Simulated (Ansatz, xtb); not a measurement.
# Two isomers of CH8AlBOSi

Structure X is `B[O][AlH][CH2][SiH3]`, a singlet and structure Y is `CB[O][AlH][SiH3]`, a singlet. Both are isolated molecules in the gas phase, relaxed with B3LYP/6-31G*; each stands in its lowest conformer found.

X (Å):

```xyz
13

C    -0.9395   -1.9582   -0.0510
Al   -0.4598   -0.0683    0.0276
B     1.2181    1.1266   -2.2233
O     0.4757    0.6009   -1.2408
Si   -2.6658   -2.3133   -0.7232
H     2.4186    1.1030   -2.1367
H     0.6764    1.6135   -3.1813
H    -0.8675    0.9240    1.1889
H    -0.8851   -2.3692    0.9675
H    -0.2088   -2.5006   -0.6654
H    -2.7866   -1.8326   -2.1283
H    -2.9962   -3.7659   -0.7046
H    -3.6956   -1.6017    0.0862
```

Y (Å):

```xyz
13

C     1.8565    0.2572   -0.2621
Al   -2.1764   -0.0931   -1.0729
B     0.6759   -0.7868   -0.2227
O    -0.5752   -0.4739   -0.6140
Si   -3.6865    0.7588    0.6673
H     2.2975    0.3696    0.7389
H     1.5633    1.2489   -0.6258
H     2.6715   -0.1187   -0.8978
H     0.8732   -1.9121    0.1670
H    -2.5301   -0.3302   -2.6011
H    -3.1301    1.9759    1.3280
H    -5.0220    1.1221    0.1109
H    -3.9102   -0.2573    1.7376
```

Task: Estimate which is lower in electronic energy at CCSD(T)/def2-SVP + ΔMP2/def2-TZVPP, and by roughly how much.

Result: Too close to call at this level: CCSD(T)/def2-SVP + ΔMP2/def2-TZVPP gives E(Y) − E(X) = −0.27 kcal/mol.

Level by level:

```
                             level      geometry  E(Y) − E(X) (kcal/mol)  departure from the last row (kcal/mol)  job, with rough time for the two
                      B3LYP/6-31G*  B3LYP/6-31G*                     −3.93                                   −3.66             optimisation, 4.1 min
                       HF/def2-SVP  B3LYP/6-31G*                     −1.35                                   −1.08           part of the CCSD(T) run
                      MP2/def2-SVP  B3LYP/6-31G*                     +0.09                                   +0.36           part of the CCSD(T) run
                  CCSD(T)/def2-SVP  B3LYP/6-31G*                     −2.09                                   −1.82                      single point
CCSD(T)/def2-SVP + ΔMP2/def2-TZVPP  B3LYP/6-31G*                     −0.27                                                        single point, 40 s
```

As drawn, Y has 1 C–B, 1 Al–Si, 1 C–H in place of 1 C–Al, 1 C–Si, 1 B–H.

The largest departure from CCSD(T)/def2-SVP + ΔMP2/def2-TZVPP is that of B3LYP/6-31G*, 3.66 kcal/mol. Levels run at GFN2-xTB geometries aren't shown. The last row adds to CCSD(T) the change of the MP2 difference between the two basis sets, here +1.82 kcal/mol.

With harmonic frequencies from B3LYP/6-31G* (ideal gas, rigid rotor, one conformer each, 298.15 K, 1 atm): on the last row, ΔE + ΔZPE = +0.54 kcal/mol. A mode under 50 cm⁻¹ makes harmonic enthalpies and free energies unreliable, so none is given.

The correlated steps freeze 13 core orbitals. Codes used: Ansatz 0.2.0; the last row on 2 threads of Intel(R) Xeon(R) Processor @ 2.70GHz on a shared host.
